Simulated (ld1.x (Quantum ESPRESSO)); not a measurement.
u(r) = r·R(r): atom against pseudo-atom (gallium (Ga))

Columns: radius, all-electron u(r) and pseudo u(r) of the 4s shell (level -9.17 eV) of gallium in the configuration [Ar] 3d10 4s2 4p1; LDA (PZ), scalar-relativistic, ultrasoft scheme, ld1.x (Quantum ESPRESSO) 7.5.

```json
{"r (bohr)": "0.103", "all-electron": "-0.1410", "pseudo": "-0.0629"}
{"r (bohr)": "0.205", "all-electron": "-0.1283", "pseudo": "-0.1246"}
{"r (bohr)": "0.308", "all-electron": "0.1173", "pseudo": "-0.1860"}
{"r (bohr)": "0.410", "all-electron": "0.2839", "pseudo": "-0.2453"}
{"r (bohr)": "0.513", "all-electron": "0.3154", "pseudo": "-0.3034"}
{"r (bohr)": "0.615", "all-electron": "0.2468", "pseudo": "-0.3585"}
{"r (bohr)": "0.718", "all-electron": "0.1235", "pseudo": "-0.4114"}
{"r (bohr)": "0.820", "all-electron": "-0.0181", "pseudo": "-0.4606"}
{"r (bohr)": "0.923", "all-electron": "-0.1599", "pseudo": "-0.5068"}
{"r (bohr)": "1.025", "all-electron": "-0.2880", "pseudo": "-0.5487"}
{"r (bohr)": "1.128", "all-electron": "-0.3999", "pseudo": "-0.5867"}
{"r (bohr)": "1.230", "all-electron": "-0.4917", "pseudo": "-0.6200"}
{"r (bohr)": "1.332", "all-electron": "-0.5652", "pseudo": "-0.6487"}
{"r (bohr)": "1.435", "all-electron": "-0.6222", "pseudo": "-0.6727"}
{"r (bohr)": "1.538", "all-electron": "-0.6637", "pseudo": "-0.6916"}
{"r (bohr)": "1.640", "all-electron": "-0.6915", "pseudo": "-0.7052"}
{"r (bohr)": "1.743", "all-electron": "-0.7081", "pseudo": "-0.7136"}
{"r (bohr)": "1.845", "all-electron": "-0.7151", "pseudo": "-0.7166"}
{"r (bohr)": "1.948", "all-electron": "-0.7142", "pseudo": "-0.7143"}
{"r (bohr)": "2.050", "all-electron": "-0.7068", "pseudo": "-0.7068"}
{"r (bohr)": "2.153", "all-electron": "-0.6941", "pseudo": "-0.6941"}
{"r (bohr)": "2.255", "all-electron": "-0.6773", "pseudo": "-0.6773"}
{"r (bohr)": "2.358", "all-electron": "-0.6572", "pseudo": "-0.6572"}
{"r (bohr)": "2.460", "all-electron": "-0.6349", "pseudo": "-0.6349"}
{"r (bohr)": "2.562", "all-electron": "-0.6109", "pseudo": "-0.6109"}
{"r (bohr)": "2.665", "all-electron": "-0.5854", "pseudo": "-0.5854"}
```

Question: How many radial nodes do the two functions have?

Answer: The all-electron 4s function has n − l − 1 = 3 (the table is too coarse to show those close to the nucleus); the pseudo-wave has 0, since the states of the same l below it are removed with the core.

Question: At about which radius was the pseudo-wave matched?

Answer: 2.05 bohr, where the columns begin to agree (steps of 0.10 bohr).

Question: Is the pseudo-wave norm-conserving?

Answer: No, it belongs to an ultrasoft set: the norm inside the radius is not constrained, and the difference is carried by the augmentation charge.
